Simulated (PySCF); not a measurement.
Spectroscopy problems

Theory: geometry from GFN2-xTB, shielding tensors at PBE0/pcSseg-1 (GIAO), in PySCF 2.14 (no solvent, relativity neglected, a single conformation, fast rotation and ring inversion assumed for equivalent nuclei).

Chemical shifts δ = σref − σ; $^{1}$H (σref 31.72) and $^{13}$C (σref 186.93) against TMS, all at this level. Splittings of carbon signals by F and P are missing where no couplings were computed. Where no couplings were computed, multiplicities follow the n + 1 count of equivalent neighbours, and m marks all less simple cases (inequivalent or close neighbours, rings, F or P nearby). Shifts are as computed. Against solution values, carbons near 30 ppm lie about +3 ppm off and those near 130 ppm about +5 ppm. Of 1211 compounds with measured shifts, 218 miss one by over three times the rms of a fit or turn the order of signals round; such compounds aren't used in these exercises.

(1) C8H9OP. $^{1}$H NMR (400 MHz, computed): δ 9.50 (m, 1H), 9.20 (m, 1H), 8.66 (m, 1H), 2.77 (s, 3H), 2.75 (s, 3H). $^{13}$C{$^{1}$H} NMR (computed): δ 201.8, 169.4, 161.4, 149.9, 142.9, 137.2, 28.8, 28.0. Identify the compound.

(2) C4H7N3O2Si. $^{1}$H NMR (300 MHz, computed): δ 8.03 (s, 1H), 5.20 (s, 3H), 4.16 (s, 3H). $^{13}$C{$^{1}$H} NMR (computed): δ 167.1 (C), 164.4 (C), 154.5 (CH), 54.0 (CH3). Give a structure.

## Answers

(1) `c1c(C(C)=O)cpcc1C`. 8 carbon signals for 8 carbons: no two carbons are equivalent. Carbon types of the structure: 3 × C, 3 × CH, 2 × CH3, which accounts for all hydrogens. δC 201.8: ketone carbonyl carbon; the double bond to the heteroatom, with no lone-pair donor beside it, deshields it most. δC 169.4, 161.4, 137.2: aromatic CH. δC 149.9, 142.9: substituted aromatic carbon. δH 9.50, 9.20, 8.66: hydrogen on an aromatic CH.

The data come from this structure; uniqueness wasn't tested.

(2) `COC(=O)c1ncn([SiH3])n1`. The formula gives 4 degrees of unsaturation (1 ring in the answer). 4 carbon signals for 4 carbons: no two carbons are equivalent. Carbon types of the structure: 2 × C, 1 × CH, 1 × CH3, leaving 3 H on heteroatoms. δC 167.1: ester carbonyl carbon; lone-pair donation from the attached heteroatom keeps it upfield of a ketone carbonyl. δC 164.4: substituted aromatic carbon next to a ring nitrogen. δC 154.5: aromatic CH between two ring heteroatoms. δH 4.16: hydrogen on a methyl carbon bonded to O; its carbon carries O, which withdraws density.

This is the structure that produced the data.
